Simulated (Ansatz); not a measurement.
C₃H₁₂GeOSi, singlet, geometry from GFN2-xTB, atoms displaced at random by about 0.03 Å a coordinate; PBE/STO-3G, gradient (Ansatz, a program for electronic structure).

Ansatz was given this input:
Ansatz 0.2 input:
```yaml
crystal:
  periodic: [false, false, false]
  atoms:
    - {symbol: Ge, position_ang: [1.86785612, 0.12759282, 0.20684174]}
    - {symbol: O, position_ang: [0.18423829, 0.03959852, 0.64719674]}
    - {symbol: Si, position_ang: [-1.26910443, -0.06001891, -0.16471221]}
    - {symbol: C, position_ang: [-1.54015291, -1.88587210, -0.77350414]}
    - {symbol: C, position_ang: [-2.52945986, 0.30344109, 1.24818532]}
    - {symbol: C, position_ang: [-1.43775904, 1.12518577, -1.61548663]}
    - {symbol: H, position_ang: [2.21767445, -1.09544679, -0.60866805]}
    - {symbol: H, position_ang: [2.18464893, 1.39912438, -0.53269120]}
    - {symbol: H, position_ang: [2.55138892, 0.01520487, 1.52979352]}
    - {symbol: H, position_ang: [-2.50556133, -2.03069840, -1.22800969]}
    - {symbol: H, position_ang: [-1.38460683, -2.55345119, 0.05642182]}
    - {symbol: H, position_ang: [-0.75917494, -2.07579146, -1.51025733]}
    - {symbol: H, position_ang: [-2.41118729, -0.31424172, 2.10789428]}
    - {symbol: H, position_ang: [-3.56026939, 0.28344035, 0.91477658]}
    - {symbol: H, position_ang: [-2.44960930, 1.36127473, 1.58492198]}
    - {symbol: H, position_ang: [-0.66262625, 0.93995627, -2.34651521]}
    - {symbol: H, position_ang: [-1.15759405, 2.15878578, -1.25018431]}
    - {symbol: H, position_ang: [-2.41616741, 1.10027127, -2.04903584]}
basis:
  gaussian:
    orbitals: STO-3G
hamiltonian:
  xc: pbe
output: {forces: true}
```

The log (banner, timings and long lists left out):

```
Functional definition: PBE
734 factors; integrals over basis functions are off by at most 4.5e-5 eV
mean field evaluation 1: about -68882.8837 eV, gradient 1.4e2 eV
mean field evaluation 2: about -68869.1195 eV, gradient 1.3e2 eV
mean field evaluation 4: about -68917.4037 eV, gradient 3.2e1 eV
mean field evaluation 8: about -68920.3667 eV, gradient 1.9e-1 eV
mean field evaluation 16: about -68920.2294 eV, gradient 7.4e-5 eV
mean field -68920.22936505 eV, -2532.7717133562 hartree, gradient 1.7e-5 eV, S^2 0.000000; 0 other end points of the search recorded, 0 dependent functions left out
the calculation of the forces begins
reference -68920.22939704 eV, -2532.7717145319 hartree; 42, 42 occupied and 17, 17 virtual orbitals, 734 factors
Total energy: -68920.22939704 eV, -2532.7717145319 hartree
Atom 0 at     1.867856     0.127593     0.206842 Å, force    -0.350122    -0.369730    -0.269552 eV/Å
Atom 1 at     0.184238     0.039599     0.647197 Å, force     1.443992     0.268881     0.379716 eV/Å
Atom 2 at    -1.269104    -0.060019    -0.164712 Å, force    -0.917122    -1.287131     0.571323 eV/Å
Atom 3 at    -1.540153    -1.885872    -0.773504 Å, force     1.112778     2.173630     0.175183 eV/Å
Atom 4 at    -2.529460     0.303441     1.248185 Å, force     0.507889     2.150106    -1.593974 eV/Å
Atom 5 at    -1.437759     1.125186    -1.615487 Å, force     1.728113     1.427810     1.765885 eV/Å
Atom 6 at     2.217674    -1.095447    -0.608668 Å, force    -0.179623     1.260019     0.681958 eV/Å
Atom 7 at     2.184649     1.399124    -0.532691 Å, force    -0.228349    -1.303769     0.751725 eV/Å
Atom 8 at     2.551389     0.015205     1.529794 Å, force    -0.609739     0.226578    -1.277416 eV/Å
Atom 9 at    -2.505561    -2.030698    -1.228010 Å, force    -0.885788    -0.219106    -0.314713 eV/Å
Atom 10 at    -1.384607    -2.553451     0.056422 Å, force    -0.091272    -0.784533     0.707890 eV/Å
Atom 11 at    -0.759175    -2.075791    -1.510257 Å, force     0.193118    -0.379870    -0.454700 eV/Å
Atom 12 at    -2.411187    -0.314242     2.107894 Å, force     0.207413    -1.061781     1.103922 eV/Å
Atom 13 at    -3.560269     0.283440     0.914777 Å, force    -0.755766    -0.692093    -0.415416 eV/Å
Atom 14 at    -2.449609     1.361275     1.584922 Å, force     0.512946    -0.311466     0.050355 eV/Å
Atom 15 at    -0.662626     0.939956    -2.346515 Å, force     0.261546    -0.579733    -0.928111 eV/Å
Atom 16 at    -1.157594     2.158786    -1.250184 Å, force    -0.894866    -0.703179    -0.293722 eV/Å
Atom 17 at    -2.416167     1.100271    -2.049036 Å, force    -1.055147     0.185365    -0.640354 eV/Å
Dipole moment:     0.056926     0.084124    -0.163104 e Å
```
